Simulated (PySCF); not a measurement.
Al(F)(Me)(OSiH3) (CH6AlFOSi), SMILES [O]([SiH3])[Al]([CH3])[F].

Geometry optimised at PBE0-D3(BJ)/def2-SVP. Other conformers were not sampled.

Two levels are set side by side: TDDFT-PBE/def2-SVPD (PySCF) and TDDFT-M06-2X/def2-SVPD (PySCF). Vertical, same geometry. The lowest singlet is HOMO→LUMO 98 % with PBE and HOMO→LUMO 80 % with the other functional; states are paired by order. Differences are taken from unrounded values.

```tsv
quantity	TDDFT-M06-2X	TDDFT-PBE	TDDFT-PBE minus TDDFT-M06-2X
lowest singlet excitation (eV)	7.16	5.86	-1.30
lowest triplet excitation (TDA) (eV)	6.61	5.68	-0.94
first bright state (f over 0.05) (eV)	7.50	6.63	-0.87
its oscillator strength	0.17	0.06	-0.11
```

A lower first singlet is the usual sign of a functional without exact exchange. Differences between two approximate levels are no errors against the true value.

Rough cost on one machine, each run with all the roots and properties that it gave: TDDFT-M06-2X against TDDFT-PBE about 20 times.
